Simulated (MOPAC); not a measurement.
MOPAC input (PM6):

```
PM6 PRECISE GNORM=0.05 LET XYZ GEO-OK AUX(PRECISION=9) THREADS=1
F2Sn

Sn    0.00310420 1   -0.00192177 1    0.34435198 1
F     0.69626342 1    1.27270737 1   -0.95581460 1
F    -0.71350896 1   -1.26203088 1   -0.95725199 1
```

Output:

```
 *******************************************************************************
 **                                                                           **
 **                              MOPAC v23.2.5                                **
 **                                                                           **
 *******************************************************************************
 ** MOPAC's Digital Object Identifier: https://doi.org/10.5281/zenodo.6511958 **
 **                                                                           **
 ** Please cite the open-source release paper for use of this MOPAC version:  **
 ** J. E. Moussa and J. J. P. Stewart (2026)                                  **
 ** MOPAC: An open-source semiempirical molecular orbital program             **
 ** J. Open Source Softw., 11(119), 8025, https://doi.org/10.21105/joss.08025 **
 *******************************************************************************

                              PM6 CALCULATION RESULTS

 *******************************************************************************
 *  PM6        - The PM6 Hamiltonian to be used
 *  GEO-OK     - OVERRIDE INTERATOMIC DISTANCE AND OTHER SAFETY CHECKS
 *  LET        - OVERRIDE SOME SAFETY CHECKS
 *  PRECISE    - TIGHTER CRITERIA TO BE USED
 *  XYZ        - CARTESIAN COORDINATE SYSTEM TO BE USED
 *  GNORM      - EXIT WHEN GRADIENT NORM DROPS BELOW 0.050
 *  AUX        - OUTPUT AUXILIARY INFORMATION
 *******************************************************************************
PM6 PRECISE GNORM=0.05 LET XYZ GEO-OK AUX(PRECISION=9) THREADS=1
 F2Sn

   ATOM   CHEMICAL          X               Y               Z
  NUMBER   SYMBOL      (ANGSTROMS)     (ANGSTROMS)     (ANGSTROMS)

     1      Sn          0.00310420  *  -0.00192177  *   0.34435198  *
     2       F          0.69626342  *   1.27270737  *  -0.95581460  *
     3       F         -0.71350896  *  -1.26203088  *  -0.95725199  *

          CARTESIAN COORDINATES

    NO.       ATOM           X           Y           Z

     1        Sn          0.0031     -0.0019      0.3444
     2         F          0.6963      1.2727     -0.9558
     3         F         -0.7135     -1.2620     -0.9573

 General Reference for PM6:
 "Optimization of Parameters for Semiempirical Methods V: Modification of NDDO Approximations
 and Application to 70 Elements", J. J. P. Stewart, J. Mol. Mod., 13, 1173-1213 (2007)
 URL: https://link.springer.com/article/10.1007/s00894-007-0233-4

           Empirical Formula: Sn F2  =     3 atoms

      MOLECULAR POINT GROUP   :   C2v

      RHF CALCULATION, NO. OF DOUBLY OCCUPIED LEVELS = 9

          Geometry optimization using EF

          DIAGONAL MATRIX USED AS START HESSIAN

 CYCLE:     1  GRAD.:    38.011 HEAT: -112.8678
 CYCLE:     2  GRAD.:   101.543 HEAT: -106.7328
 CYCLE:     3  GRAD.:     7.085 HEAT: -113.5354
 CYCLE:     4  GRAD.:     1.572 HEAT: -113.5622
 CYCLE:     5  GRAD.:     0.246 HEAT: -113.5637
 CYCLE:     6  GRAD.:     0.179 HEAT: -113.5640
 CYCLE:     7  GRAD.:     0.079 HEAT: -113.5642
 CYCLE:     8  GRAD.:     0.013 HEAT: -113.5642

     GRADIENT =  0.01343 IS LESS THAN CUTOFF =  0.05000

 -------------------------------------------------------------------------------
 PM6 PRECISE GNORM=0.05 LET XYZ GEO-OK AUX(PRECISION=9) THREADS=1
 F2Sn

     GEOMETRY OPTIMISED USING EIGENVECTOR FOLLOWING (EF).
     SCF FIELD WAS ACHIEVED

                              PM6 CALCULATION
                                                       MOPAC v23.2.5 Linux

          FINAL HEAT OF FORMATION =       -113.56419 KCAL/MOL =    -475.15259 KJ/MOL

          COSMO AREA              =         97.69 SQUARE ANGSTROMS
          COSMO VOLUME            =         85.43 CUBIC ANGSTROMS

          GRADIENT NORM           =          0.01343          =       0.00775 PER ATOM
          IONIZATION POTENTIAL    =          9.672309 EV
          HOMO LUMO ENERGIES (EV) =         -9.672 -1.370
          NO. OF FILLED LEVELS    =          9
          MOLECULAR WEIGHT        =        156.6868         POINT GROUP:  C2v

          MOLECULAR DIMENSIONS (Angstroms)

            Atom       Atom       Distance
            F     3    F     2     2.92515
            F     2   Sn     1     1.34144
           Sn     1    F     2     0.00000

          SCF CALCULATIONS        =          9

   ATOM   CHEMICAL          X               Y               Z
  NUMBER   SYMBOL      (ANGSTROMS)     (ANGSTROMS)     (ANGSTROMS)

     1      Sn          0.00326641  *  -0.00202218  *   0.36234560  *
     2       F          0.70207407  *   1.28364476  *  -0.97829575  *
     3       F         -0.71972505  *  -1.27271729  *  -0.97974542  *

                             CARTESIAN COORDINATES

   1   Sn        0.003266409    -0.002022183     0.362345598
   2    F        0.702074070     1.283644758    -0.978295747
   3    F       -0.719725048    -1.272717289    -0.979745416

           Empirical Formula: Sn F2  =     3 atoms

      MOLECULAR POINT GROUP   :   C2v

                  EIGENVALUES
 -37.50500 -37.37763 -15.42154 -14.32044 -14.21457 -14.13895 -13.91847 -13.18864
  -9.67231  -1.37027   0.67144   0.96960

              NET ATOMIC CHARGES AND DIPOLE CONTRIBUTIONS

  ATOM NO.   TYPE          CHARGE      No. of ELECS.   s-Pop       p-Pop
    1         Sn           1.091719        2.9083     1.85135     1.05693
    2          F          -0.545860        7.5459     1.97772     5.56814
    3          F          -0.545860        7.5459     1.97772     5.56814
 DIPOLE           X         Y         Z       TOTAL
 POINT-CHG.     0.063    -0.039     7.034     7.034
 HYBRID        -0.028     0.017    -3.064     3.064
 SUM            0.036    -0.022     3.970     3.970

          ATOMIC ORBITAL ELECTRON POPULATIONS

     Atom    s        px        py        pz
    1 Sn   1.85135   0.14341   0.30566   0.60786
    2  F   1.97772   1.92243   1.82126   1.82445
    3  F   1.97772   1.91925   1.82481   1.82409

 **********************
 *                    *
 * JOB ENDED NORMALLY *
 *                    *
 **********************

 == MOPAC DONE ==
```
